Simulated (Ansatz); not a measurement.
Ideal-gas functions of ClH3HfO2S (`[OH][Hf]([OH])([SH])[Cl]`) at 600 K and 1 bar, from an Ansatz frequency run at PBE0-D4/def2-TZVP.

Molar mass 281.03 g/mol, point group C1 (symmetry number 1), electronic degeneracy 1, moments of inertia 250.361, 362.478, 425.761 u Å². Harmonic wavenumbers (cm⁻¹, unscaled): 91, 105, 119, 141, 161, 173, 178, 259, 278, 323, 349, 367, 523, 706, 727, 2692, 4012, 4016.

Use S(trans) = R[1.5 ln M + 2.5 ln T − 1.1517]; rotational temperatures θ = 24.2544 K / I; S(rot) = R[ln(√π/σ · √(T³/θAθBθC)) + 1.5]; for each mode x = 1.438777 ν̃/T, S = R[x/(eˣ − 1) − ln(1 − e⁻ˣ)] and H = RT x/(eˣ − 1); 1 cm⁻¹ = 0.0119627 kJ/mol; R = 8.31446 J/(mol·K).

Problem. By hand: the entropy, in J/(mol·K).

Solution. Translation 193.7. Rotation: θ = 0.0969, 0.0669, 0.057 K, giving 129.9. Vibration, mode by mode: 20.99, 19.80, 18.77, 17.37, 16.28, 15.69, 15.46, 12.41, 11.84, 10.64, 10.03, 9.64, 6.96, 4.86, 4.67, 0.10, 0.01, 0.01, in all 195.5. Electronic 0.0. Sum 519.1 J/(mol·K).

Problem. By hand: H − E and G − E in kJ/mol, counted from the electronic energy.

Solution. Zero-point energy ½ × 15220 × 0.0119627 = 91.0; thermal vibration 52.5; translation, rotation and pV give 4 RT = 20.0. H − E = 163.5 kJ/mol, and G − E = 163.5 − 600 × 519.1/1000 = -148.0 kJ/mol.

Vibration gives 38 % of the entropy, 76.9 J/(mol·K) of it from the modes under 150 cm⁻¹: soft modes count most, and the harmonic formula is weakest for them. The sum counts one conformer and one mirror image; others add a mixing term.
